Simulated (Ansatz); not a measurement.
`NC(S)N[SiH3]` → `NC(N)S` + `[SiH2]`  (silylene loss)

Isolated molecules relaxed with PBE0-D4/def2-TZVP in Ansatz; ΔE leaves out vibrations. CCSD(T)/CBS adds triple-zeta CCSD(T) − MP2 to the extrapolated MP2 energy (def2 sets, frozen cores). This one scheme is used for every species. DFT in def2-TZVPP. B3LYP here is the variant with VWN-RPA as its local correlation; programs differ in this. Each species was taken in one conformer, which may not be the lowest.

```tsv
level	ΔE (eV)
LDA (SPW92)	3.23
PBE0-D4	3.03
r2SCANh-D4	3.15
PBE-QIDH	3.11
r2SCAN	3.11
B3LYP	2.76
MP2/def2-SVP	3.05
CCSD(T)/def2-TZVPP	2.88
```

(1) What does CCSD(T)/CBS give? (An estimate is asked.)

Largest T1 diagnostic among the species: 0.014.

## Answers

(1) The calculation gave: +2.95 eV. The listed levels differ from it by 0.28, 0.08, 0.20, 0.16, 0.16, -0.19, 0.10, -0.07 eV.

From PBE to PBE0 (25 % exact exchange), in def2-TZVPP and without D4, ΔE moves by +0.12 eV. The D4 term adds +0.17 eV with B3LYP and +0.09 eV with PBE0; it sums over pairs of atoms, weighted by their polarisabilities, and B3LYP, whose exchange is more repulsive, gets the larger term.
